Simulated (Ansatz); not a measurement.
Reactions of CH4FNOSi (`F[SiH]1NCO1`).

Computed with Ansatz on PBE0-D4/def2-TZVP structures; ΔE is electronic, products minus reactants. CCSD(T)/CBS is the MP2 limit (def2-TZVPP, def2-QZVPP) plus CCSD(T) − MP2 in def2-TZVPP, frozen cores. This one scheme is used for every species, atoms too. DFT in def2-TZVPP. No spin–orbit coupling; open shells (•) take unrestricted orbitals. Spin–orbit coupling would lower the free atoms: a little for C, F, O, Si. One conformer a species, not always the lowest.

```
                                      reaction  CCSD(T)/CBS(def2) (kcal/mol)
      `F[SiH]1NCO1` + H₂ → `C1N[SiH2]O1` + H–F                          35.8
               `F[SiH]1NCO1` → `NC(=O)[SiH2]F`                          23.8
               `F[SiH]1NCO1` → `N=C(F)O[SiH3]`                             ?
    `F[SiH]1NCO1` + HCl → `Cl[SiH]1NCO1` + H–F                          11.2
             `F[SiH]1NCO1` → `O/C(F)=N/[SiH3]`                          62.6
`F[SiH]1NCO1` → C• + F• + 4 H• + N• + O• + Si•                             ?
              `F[SiH]1NCO1` → `NC1(F)O[SiH2]1`                          81.5
```

Task: Fill in the missing values. (Estimate.)

Result: Computed: `F[SiH]1NCO1` → `N=C(F)O[SiH3]`: +58.7 kcal/mol; `F[SiH]1NCO1` → C• + F• + 4 H• + N• + O• + Si•: +857.2 kcal/mol.

Largest T1 diagnostic: 0.015, for `NC(=O)[SiH2]F`.
